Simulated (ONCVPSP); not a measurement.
## An all-electron radial function and its pseudo partner (Er (Z = 68))

Columns: radius, all-electron u(r) and pseudo u(r) of the 5p shell (level -29.77 eV) of erbium in the configuration [Kr] 4d10 4f11 5s2 5p6 5d1 6s2; PBEsol, scalar-relativistic, ONCV scheme, ONCVPSP 4.0.1.

```json
{"r (bohr)": "0.138", "all-electron": "0.2857", "pseudo": "0.0158"}
{"r (bohr)": "0.275", "all-electron": "-0.0911", "pseudo": "0.0630"}
{"r (bohr)": "0.413", "all-electron": "-0.4831", "pseudo": "0.1491"}
{"r (bohr)": "0.550", "all-electron": "-0.2867", "pseudo": "0.2802"}
{"r (bohr)": "0.688", "all-electron": "0.1326", "pseudo": "0.4461"}
{"r (bohr)": "0.825", "all-electron": "0.5109", "pseudo": "0.6203"}
{"r (bohr)": "0.963", "all-electron": "0.7708", "pseudo": "0.7832"}
{"r (bohr)": "1.100", "all-electron": "0.9091", "pseudo": "0.9030"}
{"r (bohr)": "1.238", "all-electron": "0.9548", "pseudo": "0.9533"}
{"r (bohr)": "1.375", "all-electron": "0.9368", "pseudo": "0.9366"}
{"r (bohr)": "1.513", "all-electron": "0.8792", "pseudo": "0.8791"}
{"r (bohr)": "1.650", "all-electron": "0.8011", "pseudo": "0.8010"}
{"r (bohr)": "1.788", "all-electron": "0.7138", "pseudo": "0.7137"}
{"r (bohr)": "1.925", "all-electron": "0.6264", "pseudo": "0.6263"}
{"r (bohr)": "2.062", "all-electron": "0.5431", "pseudo": "0.5431"}
{"r (bohr)": "2.200", "all-electron": "0.4661", "pseudo": "0.4661"}
{"r (bohr)": "2.338", "all-electron": "0.3971", "pseudo": "0.3971"}
{"r (bohr)": "2.475", "all-electron": "0.3369", "pseudo": "0.3369"}
{"r (bohr)": "2.613", "all-electron": "0.2842", "pseudo": "0.2842"}
{"r (bohr)": "2.750", "all-electron": "0.2392", "pseudo": "0.2392"}
{"r (bohr)": "2.888", "all-electron": "0.2005", "pseudo": "0.2005"}
{"r (bohr)": "3.025", "all-electron": "0.1679", "pseudo": "0.1678"}
{"r (bohr)": "3.162", "all-electron": "0.1403", "pseudo": "0.1403"}
{"r (bohr)": "3.300", "all-electron": "0.1168", "pseudo": "0.1168"}
{"r (bohr)": "3.438", "all-electron": "0.0972", "pseudo": "0.0972"}
{"r (bohr)": "3.575", "all-electron": "0.0808", "pseudo": "0.0808"}
```

(1) How many radial nodes do the two functions have?

(2) At about which radius was the pseudo-wave matched?

(3) Is the pseudo-wave norm-conserving?

Answers

(1) The all-electron 5p function has n − l − 1 = 3 (the table is too coarse to show those close to the nucleus); the pseudo-wave has 0, since the states of the same l below it are removed with the core.

(2) 1.40 bohr, where the columns begin to agree (steps of 0.14 bohr).

(3) Yes: the ONCV scheme keeps the norm inside the radius equal to the all-electron one, which fixes the energy derivative of the logarithmic derivative at the level.
